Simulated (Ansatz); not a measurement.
System: C$_{6}$H$_{8}$, charge 0, multiplicity 1. 
Coordinates optimised at B3LYP-D3(BJ)/def2-TZVP (Ansatz, an electronic-structure program):
```
C
C 1 1.3145
C 1 1.5290 2 95.42
H 3 1.0918 1 116.62 2 -114.53
H 3 1.0918 4 108.84 1 134.48
C 2 1.5290 1 95.42 3 180.00
H 6 1.0918 2 116.62 1 114.53
H 6 1.0918 7 108.84 2 -134.48
C 2 1.5290 1 95.42 3 0.00
H 9 1.0918 2 116.62 1 -114.53
H 9 1.0918 10 108.84 2 134.48
C 1 1.5290 2 95.42 6 0.00
H 12 1.0918 1 116.62 2 114.53
H 12 1.0918 13 108.84 1 -134.48
```

PBE beside other levels, property by property. Correlated levels leave the core frozen unless marked. UHF or UKS for open shells. Spin-orbit coupling is left out. No relativistic terms. CBS(X,Y): correlation extrapolated as X^-3; Hartree-Fock from the larger set. [CCSD(T)-MP2]/basis is that difference in the basis named. Atomisation energies are electronic, to ground-state atoms; the column to compare with has the core term from cc-pwCVTZ added, other frozen-core levels have none. Vertical energies are electronic, to the SCF solution reached for that spin. The coupled-cluster column (Ansatz) is a level with limits of its own: (a) RI-MP2/CBS(aug-cc-pVTZ,aug-cc-pVQZ)+[CCSD(T)-MP2]/aug-cc-pVTZ; (b) CCSD(T)/CBS(cc-pVTZ,cc-pVQZ).

```csv
property,PBE/def2-TZVPD (Ansatz),SVWN5/def2-TZVPD (Ansatz),r2SCAN-D4/def2-TZVPD (Ansatz + dftd4),"RI-MP2/CBS(aug-cc-pVTZ,aug-cc-pVQZ) (Ansatz)",coupled cluster
vertical ionisation energy to the doublet (eV),8.63,8.83,8.55,9.33,9.07 (a)
atomisation energy (kcal/mol),1449.9,1629.2,1414.8,1436.7,1414.2 (b)
vertical triplet-singlet gap (eV),4.62,4.88,4.35,5.25,4.92 (a)
```

As the rows show:
- vertical ionisation energy to the doublet: PBE lies 0.44 eV below coupled cluster.
- atomisation energy: PBE lies 35.7 kcal/mol above coupled cluster.
- vertical triplet-singlet gap: PBE lies 0.30 eV below coupled cluster.
